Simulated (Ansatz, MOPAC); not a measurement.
Species: InBr2 (charge +1, singlet). SMILES: [Br][In+][Br]

Atoms: In1, Br2, Br3. Bonds: In1-Br2, In1-Br3.

Bond lengths (Å) and angles (degrees) optimised at AM1 with MOPAC; PM6 with MOPAC; HF/LANL2DZ with Ansatz (a quantum-chemistry and plane-wave program); MP2/LANL2DZ with Ansatz, each started from the B3LYP-D3(BJ)/def2-TZVP structure (Ansatz) of the last column. A row stands for all coordinates that are equal there. No wavenumbers were computed at MP2/LANL2DZ, so these may be saddle points.

```tsv
coordinate	AM1	PM6	HF/LANL2DZ	MP2/LANL2DZ	B3LYP-D3(BJ)/def2-TZVP
In1-Br2	2.376	2.456	2.418	2.435	2.368
Br2-In1-Br3	180.0	180.0	180.0	180.0	180.0
```

Mean signed difference of all 2 bond lengths from B3LYP-D3(BJ)/def2-TZVP: AM1 0.008 Å, PM6 0.088 Å, HF/LANL2DZ 0.049 Å, MP2/LANL2DZ 0.067 Å.
